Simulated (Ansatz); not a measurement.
Molecular dynamics of H3OTe, charge +1

The input (input.yaml):

```yaml
crystal:
  periodic: [false, false, false]
  atoms:
    - { symbol: O, position_ang: [-0.331877, -0.59195, 0.086709] }
    - { symbol: Te, position_ang: [1.234169, 0.839693, 0.129101] }
    - { symbol: H, position_ang: [-0.785948, -0.849618, 0.924564] }
    - { symbol: H, position_ang: [-0.297039, -1.340594, -0.555862] }
    - { symbol: H, position_ang: [0.180695, 1.942469, -0.584511] }
total_charge: 1
basis:
  gaussian: { orbitals: def2-SVP }
hamiltonian:
  xc: lda
md:
  timestep: 0.5
  n_steps: 166
  ensemble: nve
  temperature: 300.0
  initial_velocities: maxwell_boltzmann
  seed: 595750
  masses: [{ species: H, mass: 3.016 }]
scf:
  lower_state_search: "off"
```

Run as:

```bash
$ ansatz run input.yaml --threads 1 --pin off --max-ram 2048MiB --backend cpu --events-out ev --progress --plain --runs-dir out
```

It starts from a relaxed structure.

Output, in part (one step line in 2, the closing report, with atoms numbered from 0):

```
md step     0: t =     0.00 fs  T =   300.0 K  F+E_penalty+E_count = -9352.76137767 eV  E_kin = 0.116334 eV  conserved = -9352.64504367 eV  (16 SCF iters)
md step     2: t =     1.00 fs  T =   252.9 K  F+E_penalty+E_count = -9352.74299595 eV  E_kin = 0.098052 eV  conserved = -9352.64494413 eV  (19 SCF iters)
md step     4: t =     2.00 fs  T =   139.3 K  F+E_penalty+E_count = -9352.69841297 eV  E_kin = 0.054016 eV  conserved = -9352.64439745 eV  (20 SCF iters)
md step     6: t =     3.00 fs  T =    45.6 K  F+E_penalty+E_count = -9352.66151585 eV  E_kin = 0.017665 eV  conserved = -9352.64385050 eV  (20 SCF iters)
md step     8: t =     4.00 fs  T =    52.3 K  F+E_penalty+E_count = -9352.66421377 eV  E_kin = 0.020298 eV  conserved = -9352.64391587 eV  (13 SCF iters)
md step    10: t =     5.00 fs  T =   150.3 K  F+E_penalty+E_count = -9352.70277772 eV  E_kin = 0.058268 eV  conserved = -9352.64451005 eV  (20 SCF iters)
md step    12: t =     6.00 fs  T =   251.0 K  F+E_penalty+E_count = -9352.74231345 eV  E_kin = 0.097330 eV  conserved = -9352.64498354 eV  (19 SCF iters)
md step    14: t =     7.00 fs  T =   278.1 K  F+E_penalty+E_count = -9352.75282174 eV  E_kin = 0.107828 eV  conserved = -9352.64499341 eV  (19 SCF iters)
md step    16: t =     8.00 fs  T =   222.1 K  F+E_penalty+E_count = -9352.73082380 eV  E_kin = 0.086144 eV  conserved = -9352.64468017 eV  (19 SCF iters)
md step    18: t =     9.00 fs  T =   126.5 K  F+E_penalty+E_count = -9352.69337224 eV  E_kin = 0.049061 eV  conserved = -9352.64431109 eV  (20 SCF iters)
md step    20: t =    10.00 fs  T =    47.3 K  F+E_penalty+E_count = -9352.66242425 eV  E_kin = 0.018361 eV  conserved = -9352.64406359 eV  (20 SCF iters)
md step    22: t =    11.00 fs  T =    23.9 K  F+E_penalty+E_count = -9352.65327879 eV  E_kin = 0.009272 eV  conserved = -9352.64400716 eV  (13 SCF iters)
md step    24: t =    12.00 fs  T =    65.5 K  F+E_penalty+E_count = -9352.66955180 eV  E_kin = 0.025412 eV  conserved = -9352.64413952 eV  (20 SCF iters)
md step    26: t =    13.00 fs  T =   151.1 K  F+E_penalty+E_count = -9352.70300976 eV  E_kin = 0.058593 eV  conserved = -9352.64441695 eV  (20 SCF iters)
md step    28: t =    14.00 fs  T =   236.7 K  F+E_penalty+E_count = -9352.73654231 eV  E_kin = 0.091788 eV  conserved = -9352.64475464 eV  (19 SCF iters)
md step    30: t =    15.00 fs  T =   271.3 K  F+E_penalty+E_count = -9352.75019540 eV  E_kin = 0.105205 eV  conserved = -9352.64498994 eV  (19 SCF iters)
md step    32: t =    16.00 fs  T =   224.1 K  F+E_penalty+E_count = -9352.73178292 eV  E_kin = 0.086890 eV  conserved = -9352.64489269 eV  (19 SCF iters)
md step    34: t =    17.00 fs  T =   117.6 K  F+E_penalty+E_count = -9352.68997801 eV  E_kin = 0.045589 eV  conserved = -9352.64438943 eV  (19 SCF iters)
md step    36: t =    18.00 fs  T =    31.8 K  F+E_penalty+E_count = -9352.65620451 eV  E_kin = 0.012326 eV  conserved = -9352.64387847 eV  (20 SCF iters)
md step    38: t =    19.00 fs  T =    42.1 K  F+E_penalty+E_count = -9352.66025690 eV  E_kin = 0.016313 eV  conserved = -9352.64394392 eV  (20 SCF iters)
md step    40: t =    20.00 fs  T =   138.6 K  F+E_penalty+E_count = -9352.69826095 eV  E_kin = 0.053732 eV  conserved = -9352.64452887 eV  (20 SCF iters)
md step    42: t =    21.00 fs  T =   234.7 K  F+E_penalty+E_count = -9352.73599386 eV  E_kin = 0.090999 eV  conserved = -9352.64499459 eV  (19 SCF iters)
md step    44: t =    22.00 fs  T =   256.2 K  F+E_penalty+E_count = -9352.74432513 eV  E_kin = 0.099347 eV  conserved = -9352.64497827 eV  (19 SCF iters)
md step    46: t =    23.00 fs  T =   198.5 K  F+E_penalty+E_count = -9352.72162301 eV  E_kin = 0.076992 eV  conserved = -9352.64463116 eV  (20 SCF iters)
md step    48: t =    24.00 fs  T =   110.1 K  F+E_penalty+E_count = -9352.68696535 eV  E_kin = 0.042700 eV  conserved = -9352.64426582 eV  (20 SCF iters)
md step    50: t =    25.00 fs  T =    46.2 K  F+E_penalty+E_count = -9352.66200670 eV  E_kin = 0.017930 eV  conserved = -9352.64407655 eV  (20 SCF iters)
md step    52: t =    26.00 fs  T =    37.3 K  F+E_penalty+E_count = -9352.65855206 eV  E_kin = 0.014462 eV  conserved = -9352.64409025 eV  (20 SCF iters)
md step    54: t =    27.00 fs  T =    81.9 K  F+E_penalty+E_count = -9352.67601122 eV  E_kin = 0.031766 eV  conserved = -9352.64424516 eV  (20 SCF iters)
md step    56: t =    28.00 fs  T =   155.4 K  F+E_penalty+E_count = -9352.70471878 eV  E_kin = 0.060242 eV  conserved = -9352.64447660 eV  (19 SCF iters)
md step    58: t =    29.00 fs  T =   220.5 K  F+E_penalty+E_count = -9352.73023725 eV  E_kin = 0.085514 eV  conserved = -9352.64472371 eV  (19 SCF iters)
md step    60: t =    30.00 fs  T =   240.1 K  F+E_penalty+E_count = -9352.73796908 eV  E_kin = 0.093097 eV  conserved = -9352.64487200 eV  (19 SCF iters)
md step    62: t =    31.00 fs  T =   195.9 K  F+E_penalty+E_count = -9352.72071236 eV  E_kin = 0.075961 eV  conserved = -9352.64475134 eV  (20 SCF iters)
md step    64: t =    32.00 fs  T =   112.7 K  F+E_penalty+E_count = -9352.68803868 eV  E_kin = 0.043706 eV  conserved = -9352.64433231 eV  (20 SCF iters)
md step    66: t =    33.00 fs  T =    56.7 K  F+E_penalty+E_count = -9352.66596542 eV  E_kin = 0.022002 eV  conserved = -9352.64396349 eV  (20 SCF iters)
md step    68: t =    34.00 fs  T =    82.0 K  F+E_penalty+E_count = -9352.67588666 eV  E_kin = 0.031793 eV  conserved = -9352.64409376 eV  (20 SCF iters)
md step    70: t =    35.00 fs  T =   169.0 K  F+E_penalty+E_count = -9352.71014556 eV  E_kin = 0.065530 eV  conserved = -9352.64461589 eV  (19 SCF iters)
md step    72: t =    36.00 fs  T =   240.8 K  F+E_penalty+E_count = -9352.73835162 eV  E_kin = 0.093386 eV  conserved = -9352.64496577 eV  (19 SCF iters)
md step    74: t =    37.00 fs  T =   242.3 K  F+E_penalty+E_count = -9352.73882351 eV  E_kin = 0.093966 eV  conserved = -9352.64485766 eV  (19 SCF iters)
md step    76: t =    38.00 fs  T =   184.3 K  F+E_penalty+E_count = -9352.71598255 eV  E_kin = 0.071485 eV  conserved = -9352.64449792 eV  (19 SCF iters)
md step    78: t =    39.00 fs  T =   117.7 K  F+E_penalty+E_count = -9352.68988156 eV  E_kin = 0.045657 eV  conserved = -9352.64422465 eV  (20 SCF iters)
md step    80: t =    40.00 fs  T =    84.0 K  F+E_penalty+E_count = -9352.67674806 eV  E_kin = 0.032575 eV  conserved = -9352.64417355 eV  (20 SCF iters)
md step    82: t =    41.00 fs  T =    92.4 K  F+E_penalty+E_count = -9352.68011412 eV  E_kin = 0.035849 eV  conserved = -9352.64426553 eV  (20 SCF iters)
md step    84: t =    42.00 fs  T =   129.1 K  F+E_penalty+E_count = -9352.69445403 eV  E_kin = 0.050063 eV  conserved = -9352.64439107 eV  (20 SCF iters)
md step    86: t =    43.00 fs  T =   172.8 K  F+E_penalty+E_count = -9352.71153836 eV  E_kin = 0.067021 eV  conserved = -9352.64451782 eV  (19 SCF iters)
md step    88: t =    44.00 fs  T =   202.3 K  F+E_penalty+E_count = -9352.72308692 eV  E_kin = 0.078444 eV  conserved = -9352.64464250 eV  (19 SCF iters)
md step    90: t =    45.00 fs  T =   199.0 K  F+E_penalty+E_count = -9352.72185456 eV  E_kin = 0.077153 eV  conserved = -9352.64470165 eV  (19 SCF iters)
md step    92: t =    46.00 fs  T =   157.7 K  F+E_penalty+E_count = -9352.70571683 eV  E_kin = 0.061137 eV  conserved = -9352.64457998 eV  (19 SCF iters)
md step    94: t =    47.00 fs  T =   101.6 K  F+E_penalty+E_count = -9352.68367834 eV  E_kin = 0.039398 eV  conserved = -9352.64428022 eV  (20 SCF iters)
md step    96: t =    48.00 fs  T =    77.6 K  F+E_penalty+E_count = -9352.67418033 eV  E_kin = 0.030103 eV  conserved = -9352.64407760 eV  (20 SCF iters)
md step    98: t =    49.00 fs  T =   114.8 K  F+E_penalty+E_count = -9352.68877700 eV  E_kin = 0.044507 eV  conserved = -9352.64427032 eV  (20 SCF iters)
md step   100: t =    50.00 fs  T =   184.4 K  F+E_penalty+E_count = -9352.71622774 eV  E_kin = 0.071518 eV  conserved = -9352.64470925 eV  (19 SCF iters)
md step   102: t =    51.00 fs  T =   222.9 K  F+E_penalty+E_count = -9352.73137447 eV  E_kin = 0.086455 eV  conserved = -9352.64491938 eV  (19 SCF iters)
md step   104: t =    52.00 fs  T =   198.5 K  F+E_penalty+E_count = -9352.72166537 eV  E_kin = 0.076962 eV  conserved = -9352.64470331 eV  (20 SCF iters)
md step   106: t =    53.00 fs  T =   140.1 K  F+E_penalty+E_count = -9352.69867771 eV  E_kin = 0.054340 eV  conserved = -9352.64433799 eV  (20 SCF iters)
md step   108: t =    54.00 fs  T =   100.3 K  F+E_penalty+E_count = -9352.68306304 eV  E_kin = 0.038877 eV  conserved = -9352.64418595 eV  (20 SCF iters)
md step   110: t =    55.00 fs  T =   102.2 K  F+E_penalty+E_count = -9352.68394314 eV  E_kin = 0.039650 eV  conserved = -9352.64429326 eV  (20 SCF iters)
md step   112: t =    56.00 fs  T =   131.1 K  F+E_penalty+E_count = -9352.69528797 eV  E_kin = 0.050828 eV  conserved = -9352.64445970 eV  (20 SCF iters)
md step   114: t =    57.00 fs  T =   160.1 K  F+E_penalty+E_count = -9352.70663629 eV  E_kin = 0.062090 eV  conserved = -9352.64454603 eV  (20 SCF iters)
md step   116: t =    58.00 fs  T =   173.0 K  F+E_penalty+E_count = -9352.71166236 eV  E_kin = 0.067099 eV  conserved = -9352.64456377 eV  (19 SCF iters)
md step   118: t =    59.00 fs  T =   165.0 K  F+E_penalty+E_count = -9352.70855313 eV  E_kin = 0.063996 eV  conserved = -9352.64455737 eV  (19 SCF iters)
md step   120: t =    60.00 fs  T =   137.9 K  F+E_penalty+E_count = -9352.69799196 eV  E_kin = 0.053484 eV  conserved = -9352.64450815 eV  (19 SCF iters)
md step   122: t =    61.00 fs  T =   102.3 K  F+E_penalty+E_count = -9352.68405466 eV  E_kin = 0.039685 eV  conserved = -9352.64436972 eV  (20 SCF iters)
md step   124: t =    62.00 fs  T =    82.0 K  F+E_penalty+E_count = -9352.67600125 eV  E_kin = 0.031800 eV  conserved = -9352.64420110 eV  (20 SCF iters)
md step   126: t =    63.00 fs  T =   102.3 K  F+E_penalty+E_count = -9352.68389305 eV  E_kin = 0.039685 eV  conserved = -9352.64420769 eV  (20 SCF iters)
md step   128: t =    64.00 fs  T =   160.9 K  F+E_penalty+E_count = -9352.70690971 eV  E_kin = 0.062405 eV  conserved = -9352.64450492 eV  (19 SCF iters)
md step   130: t =    65.00 fs  T =   214.1 K  F+E_penalty+E_count = -9352.72786731 eV  E_kin = 0.083009 eV  conserved = -9352.64485816 eV  (19 SCF iters)
md step   132: t =    66.00 fs  T =   212.2 K  F+E_penalty+E_count = -9352.72714921 eV  E_kin = 0.082277 eV  conserved = -9352.64487259 eV  (19 SCF iters)
md step   134: t =    67.00 fs  T =   155.2 K  F+E_penalty+E_count = -9352.70467318 eV  E_kin = 0.060185 eV  conserved = -9352.64448834 eV  (19 SCF iters)
md step   136: t =    68.00 fs  T =    99.3 K  F+E_penalty+E_count = -9352.68262349 eV  E_kin = 0.038503 eV  conserved = -9352.64412016 eV  (20 SCF iters)
md step   138: t =    69.00 fs  T =    97.8 K  F+E_penalty+E_count = -9352.68207755 eV  E_kin = 0.037924 eV  conserved = -9352.64415307 eV  (20 SCF iters)
md step   140: t =    70.00 fs  T =   146.9 K  F+E_penalty+E_count = -9352.70143145 eV  E_kin = 0.056966 eV  conserved = -9352.64446513 eV  (20 SCF iters)
md step   142: t =    71.00 fs  T =   200.0 K  F+E_penalty+E_count = -9352.72226120 eV  E_kin = 0.077566 eV  conserved = -9352.64469498 eV  (20 SCF iters)
md step   144: t =    72.00 fs  T =   218.7 K  F+E_penalty+E_count = -9352.72952946 eV  E_kin = 0.084825 eV  conserved = -9352.64470396 eV  (19 SCF iters)
md step   146: t =    73.00 fs  T =   196.8 K  F+E_penalty+E_count = -9352.72091548 eV  E_kin = 0.076333 eV  conserved = -9352.64458289 eV  (19 SCF iters)
md step   148: t =    74.00 fs  T =   150.6 K  F+E_penalty+E_count = -9352.70283181 eV  E_kin = 0.058393 eV  conserved = -9352.64443835 eV  (19 SCF iters)
md step   150: t =    75.00 fs  T =   103.0 K  F+E_penalty+E_count = -9352.68425916 eV  E_kin = 0.039957 eV  conserved = -9352.64430263 eV  (20 SCF iters)
md step   152: t =    76.00 fs  T =    77.2 K  F+E_penalty+E_count = -9352.67410935 eV  E_kin = 0.029922 eV  conserved = -9352.64418755 eV  (20 SCF iters)
md step   154: t =    77.00 fs  T =    91.5 K  F+E_penalty+E_count = -9352.67965139 eV  E_kin = 0.035487 eV  conserved = -9352.64416452 eV  (20 SCF iters)
md step   156: t =    78.00 fs  T =   148.5 K  F+E_penalty+E_count = -9352.70193832 eV  E_kin = 0.057599 eV  conserved = -9352.64433918 eV  (20 SCF iters)
md step   158: t =    79.00 fs  T =   220.5 K  F+E_penalty+E_count = -9352.73019987 eV  E_kin = 0.085510 eV  conserved = -9352.64469032 eV  (19 SCF iters)
md step   160: t =    80.00 fs  T =   255.8 K  F+E_penalty+E_count = -9352.74417503 eV  E_kin = 0.099212 eV  conserved = -9352.64496276 eV  (19 SCF iters)
md step   162: t =    81.00 fs  T =   218.3 K  F+E_penalty+E_count = -9352.72947847 eV  E_kin = 0.084638 eV  conserved = -9352.64484000 eV  (19 SCF iters)
md step   164: t =    82.00 fs  T =   130.8 K  F+E_penalty+E_count = -9352.69505864 eV  E_kin = 0.050718 eV  conserved = -9352.64434105 eV  (19 SCF iters)
md step   166: t =    83.00 fs  T =    68.6 K  F+E_penalty+E_count = -9352.67055740 eV  E_kin = 0.026597 eV  conserved = -9352.64396070 eV  (20 SCF iters)
Total energy: -9352.67058128 eV, -343.7043043944 hartree
Atom 0 at    -0.336461    -0.602541     0.077980 Å, force    -0.428799     2.072301     2.700322 eV/Å
Atom 1 at     1.235955     0.841278     0.129314 Å, force    -0.116971    -0.123520    -0.029029 eV/Å
Atom 2 at    -0.802899    -0.872125     0.925915 Å, force     0.366031     0.319646    -0.579887 eV/Å
Atom 3 at    -0.322797    -1.318982    -0.517878 Å, force     0.171799    -2.276108    -2.092343 eV/Å
Atom 4 at     0.172158     1.932470    -0.586560 Å, force     0.007941     0.007682     0.000936 eV/Å
Dipole moment:    -0.646519    -0.667709     0.040771 e Å
```

The run went to its last step. The conserved energy stayed within 0.25 meV per atom of its start (net change 0.22 meV per atom), so the integration is sound. The temperature averaged 0.50 of the 300 K drawn at the start: a run that starts near a minimum puts about half its kinetic energy into the potential. A run of 0.083 ps of so small a system gives no equilibrium averages. Limits of this set-up: the dipole of an ion depends on the origin.

The same pairs are bonded in the first frame and the last. Pairs count as bonded within 1.25 times the sum of covalent radii (0.12 Å more for H–H).

Last frame:

```xyz
5
Properties=species:S:1:pos:R:3
O -0.337 -0.603 0.078
Te 1.236 0.841 0.129
H -0.803 -0.872 0.926
H -0.323 -1.319 -0.518
H 0.172 1.933 -0.587
```

Time of the run: 85 s on 1 thread of Arm Neoverse V1 (shared host), peak memory 0.08 GiB.
